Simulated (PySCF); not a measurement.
F3S, SMILES F[S](F)F, multiplicity 2.

The structure is a stationary point at PBE0-D3(BJ)/def2-TZVP. A frequency run showed that this geometry is not a minimum. The isomer is the one that the SMILES or the coordinates give; other isomers of the formula were not compared.

Two levels are set side by side: PBE/def2-TZVPD (PySCF) and CAM-B3LYP/def2-TZVPD (PySCF). Same geometry, gas phase. Differences are taken from unrounded values.

| quantity | PBE |
|---|---|
| α-spin orbital gap (eV) | 4.30 |
| β-spin orbital gap (eV) | 2.87 |
| dipole moment (D) | 0.45 |
| mean polarisability (bohr³) | 29.2 |

Q: These are the PBE values. What does CAM-B3LYP give? (Estimate from the structure and the level; the computed values follow.)

A: 
```
quantity                     CAM-B3LYP  PBE minus CAM-B3LYP
---------------------------  ---------  -------------------
α-spin orbital gap (eV)           9.68                -5.38
β-spin orbital gap (eV)           7.91                -5.03
dipole moment (D)                 0.61                -0.15
mean polarisability (bohr³)       27.5                  1.6
```

Loosely held outer electrons make PBE densities more polarisable. Differences between two approximate levels are no errors against the true value.

Rough cost on one machine, each run with all the roots and properties that it gave: CAM-B3LYP against PBE within a factor of 2.
